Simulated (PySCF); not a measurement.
Correlation energy of C (carbon, neutral)

[He] 2s2 2p2, high-spin 3P determinant. Calculation: PySCF 2.14, in def2-TZVP; no relativity, point nucleus. Frozen: 1s2; 4 electrons correlated.

MP2 pair energies summed by pair of shells (mhartree):

```csv
pair,energy,share (%)
2s-2p,-40.41,61.1
2s-2s,-18.52,28.0
2p-2p,-7.19,10.9
```

Total MP2 correlation energy: -66.11 mhartree.

Same-spin part -12.42 and opposite-spin part -53.69 mhartree; SCS-MP2 scales them by 1/3 and 6/5 to -68.57 mhartree.

```csv
level,correlation energy (mhartree)
CCSD,-86.52
(T),-2.03
CCSD(T),-88.55
```

Diagnostics: T1 = 0.0089, D1 = 0.0172, largest double amplitude 0.105.

**Question.** Is a single reference adequate?

**Answer.** Mostly. T1 lies below 0.03, but a double amplitude of this size points to a near-degeneracy that CCSD handles and MP2 describes poorly.
